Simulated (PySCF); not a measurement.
## Radial density of Ga⁺ (gallium, charge +1)

M06-2X, [Ar] 3d10 4s2, closed-shell 1S. Computed with PySCF 2.14 in cc-pVTZ-DK (6s5p3d1f, 43 functions), with scalar relativity by spin-free X2C-1e.

```tsv
r (bohr)	4πr²ρ (e/bohr)
0.000842	0.2935
0.00142	0.7281
0.00238	1.768
0.00401	4.144
0.00674	9.164
0.0113	18.28
0.0191	30.51
0.0321	38.01
0.0539	32.99
0.0907	32.63
0.153	43.96
0.257	27.28
0.432	23.90
0.726	21.75
1.22	5.698
2.05	1.470
3.46	0.3055
5.81	0.007026
```

Densities and radii are taken from the X2C orbitals without a picture-change correction, which distorts them close to the nucleus.
